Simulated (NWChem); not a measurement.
Program: NWChem. System: H₂B₃O₃, charge 0, spin multiplicity 2, at a geometry optimised with UPBE0/def2-SVP. The structure started from a generated list of species. Its SCF solution wasn't tested for a lower state. Level: UB3LYP/def2-TZVP, VWN1-RPA local correlation.

Input file:

```
start mol
memory heap 200 mb stack 900 mb global 1100 mb
geometry units angstroms nocenter noautoz
  B      0.000000     0.000000    -1.418767
  O     -1.186955     0.000000    -0.750126
  B     -1.194374     0.000000     0.626169
  O      0.000000     0.000000     1.297495
  B      1.194374     0.000000     0.626169
  O      1.186955     0.000000    -0.750126
  H     -2.234048     0.000000     1.227101
  H      2.234048     0.000000     1.227101
  symmetry group C2v
end
basis spherical
  * library def2-tzvp
end
dft
  xc b3lyp
  odft
  mult 2
  semidirect memsize 60000000 filesize 0
  iterations 100
end
task dft energy
```

Part of the output:

```
             Northwest Computational Chemistry Package (NWChem) 7.3.0
             --------------------------------------------------------

                                NWChem Input Module
                                -------------------

 Scaling coordinates for geometry "geometry" by  1.889725989
 (inverse scale =  0.529177249)

 Turning off AUTOSYM since
 SYMMETRY directive was detected!

                             Geometry "geometry" -> ""
                             -------------------------

 Output coordinates in angstroms (scale by  1.889725989 to convert to a.u.)

  No.       Tag          Charge          X              Y              Z
 ---- ---------------- ---------- -------------- -------------- --------------
    1 B                    5.0000     0.00000000     0.00000000    -1.41876700
    2 O                    8.0000    -1.18695500     0.00000000    -0.75012600
    3 B                    5.0000    -1.19437400     0.00000000     0.62616900
    4 O                    8.0000     0.00000000     0.00000000     1.29749500
    5 B                    5.0000     1.19437400     0.00000000     0.62616900
    6 O                    8.0000     1.18695500     0.00000000    -0.75012600
    7 H                    1.0000    -2.23404800     0.00000000     1.22710100
    8 H                    1.0000     2.23404800     0.00000000     1.22710100

 Effective nuclear repulsion energy (a.u.)     192.8018086460

            Nuclear Dipole moment (a.u.)
            ----------------------------
        X                 Y               Z
 ---------------- ---------------- ----------------
     0.0000000000     0.0000000000     0.0000018897

      Symmetry information
      --------------------

 Group name             C2v
 Group number             16
 Group order               4
 No. of unique centers     5

      Symmetry unique atoms

     1    2    3    4    7


 Summary of "ao basis" -> "" (spherical)
 ------------------------------------------------------------------------------
       Tag                 Description            Shells   Functions and Types
 ---------------- ------------------------------  ------  ---------------------
[...]
 overlap   1.000  0.978  0.999  0.976  0.996  1.000  0.998  0.999  0.998  0.995

   alpha    101    102    103    104    105    106    107    108    109    110
    beta    101    102    104    103    105    106    107    109    108    110
 overlap   0.999  1.000  0.990  0.999  0.987  0.993  0.993  0.995  1.000  0.994

   alpha    111    112    113    114    115    116    117    118    119    120
    beta    111    113    112    114    115    117    116    118    119    120
 overlap   0.984  0.972  0.993  0.981  0.984  0.984  0.995  1.000  0.998  0.980

   alpha    121    122    123    124    125    126    127    128    129    130
    beta    121    122    123    124    125    126    127    128    129    130
 overlap   0.987  0.990  0.998  0.995  0.999  0.997  0.994  1.000  0.995  0.995

   alpha    131    132    133    134    135    136    137    138    139    140
    beta    131    132    133    134    135    136    137    138    139    140
 overlap   0.997  1.000  0.998  0.999  1.000  0.989  0.999  1.000  0.989  1.000

   alpha    141    142    143    144    145    146    147    148    149    150
    beta    141    142    143    144    145    146    147    148    149    150
 overlap   0.999  1.000  1.000  0.999  1.000  1.000  1.000  1.000  1.000  1.000

   alpha    151    152    153    154    155    156    157    158    159    160
    beta    151    152    154    153    155    156    157    158    159    160
 overlap   1.000  1.000  1.000  1.000  1.000  1.000  1.000  1.000  1.000  1.000

   alpha    161    162    163    164    165    166    167    168    169    170
    beta    161    162    163    164    166    165    167    168    169    170
 overlap   1.000  1.000  1.000  1.000  1.000  1.000  1.000  1.000  0.998  0.998

   alpha    171    172    173    174    175    176    177    178    179    180
    beta    171    172    173    174    175    176    177    178    179    180
 overlap   1.000  1.000  1.000  1.000  1.000  1.000  1.000  1.000  1.000  1.000

   alpha    181    182    183    184    185    186    187    188    189    190
    beta    181    182    184    183    185    186    187    188    189    190
 overlap   1.000  1.000  1.000  1.000  0.950  0.950  1.000  1.000  1.000  1.000

   alpha    191    192    193    194    195    196    197    198
    beta    191    192    193    194    195    196    197    198
 overlap   0.996  0.996  1.000  1.000  1.000  1.000  1.000  1.000

     --------------------------
     Expectation value of S2:
     --------------------------
      <S2> =      0.7516 (Exact =     0.7500)

 center of mass
 --------------
 x =   0.00000000 y =   0.00000000 z =  -0.05922026

 moments of inertia (a.u.)
 ------------------
         280.953803720094           0.000000000000           0.000000000000
           0.000000000000         589.991932398137           0.000000000000
           0.000000000000           0.000000000000         309.038128678043

     Multipole analysis of the density
     ---------------------------------

     L   x y z        total         alpha         beta         nuclear
     -   - - -        -----         -----         ----         -------
     0   0 0 0     -0.000000    -21.000000    -20.000000     41.000000

     1   1 0 0      0.000000      0.000000      0.000000      0.000000
     1   0 1 0     -0.000000     -0.000000     -0.000000      0.000000
     1   0 0 1      0.278163      1.964051     -1.685890      0.000002

     2   2 0 0    -26.976915    -97.783442    -96.280102    167.086629
     2   1 1 0     -0.000000     -0.000000     -0.000000      0.000000
     2   1 0 1      0.000000      0.000000      0.000000      0.000000
     2   0 2 0    -23.225521    -12.329314    -10.896208      0.000000
     2   0 1 1     -0.000000     -0.000000     -0.000000      0.000000
     2   0 0 2    -28.685231    -92.572035    -77.055603    140.942407

 Task  times  cpu:        8.0s     wall:        8.0s

 Total times  cpu:        8.0s     wall:        8.0s
```
